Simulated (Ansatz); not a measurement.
Geometry optimisation, RKS r2SCANh/def2-SVP (Ansatz 0.2.0).

Input:

```yaml
crystal:
  periodic: [false, false, false]
  atoms:
    - { symbol: F, position_ang: [0.4114, -2.3841, 0.9445] }
    - { symbol: B, position_ang: [0.2388, -0.9594, 0.5306] }
    - { symbol: Sb, position_ang: [1.8856, 0.4612, 0.9627] }
    - { symbol: C, position_ang: [-1.0565, -0.4158, -0.0729] }
    - { symbol: S, position_ang: [-0.8874, 0.1518, -1.7906] }
    - { symbol: H, position_ang: [0.829, 1.8584, 0.985] }
    - { symbol: H, position_ang: [2.2642, 0.7114, -0.7325] }
    - { symbol: H, position_ang: [-1.8289, -1.2389, -0.0851] }
    - { symbol: H, position_ang: [-1.5193, 0.4142, 0.6043] }
    - { symbol: H, position_ang: [-0.2539, 1.35, -1.343] }
basis:
  gaussian: { orbitals: def2-SVP }
hamiltonian:
  xc: r2scanh
relax:
  f_tol: 0.015
  max_steps: 40
```

Command:

```bash
$ ansatz run input.yaml --threads 2 --pin off --max-ram 3072MiB --backend cpu --events-out ev --progress --plain --runs-dir out
```

Problem. Where does it end, and by what steps?

Solution. The run converged. After 17 steps the energy has fallen by 0.947 eV; F1 moved furthest, 0.84 Å.

```csv
step,energy less start (eV),largest force component (eV/Å),accepted
0,0.0000,4.171,yes
1,-0.5975,2.813,yes
2,-0.7836,1.108,yes
3,-0.8437,0.233,yes
4,-0.8717,0.289,yes
5,-0.9008,0.306,yes
6,-0.9125,0.221,yes
7,-0.9232,0.182,yes
8,-0.9289,0.081,yes
9,-0.9345,0.128,yes
10,-0.9404,0.144,yes
11,-0.9443,0.080,yes
12,-0.9448,0.074,yes
13,-0.9441,0.081,no
14,-0.9469,0.068,yes
15,-0.9466,0.069,no
16,-0.9471,0.030,yes
17,-0.9473,0.014,yes
```

```xyz
10
Properties=species:S:1:pos:R:3
F 0.610 -2.084 0.180
B 0.227 -0.826 0.383
Sb 1.793 0.604 1.208
C -1.264 -0.441 0.120
S -1.051 0.032 -1.651
H 1.003 1.978 0.554
H 2.790 0.443 -0.172
H -1.938 -1.309 0.111
H -1.716 0.378 0.691
H -0.371 1.174 -1.420
```

Run time: 78 s on 2 threads of AMD EPYC 7R13 Processor (Zen 3) (shared host), peak memory 0.33 GiB.
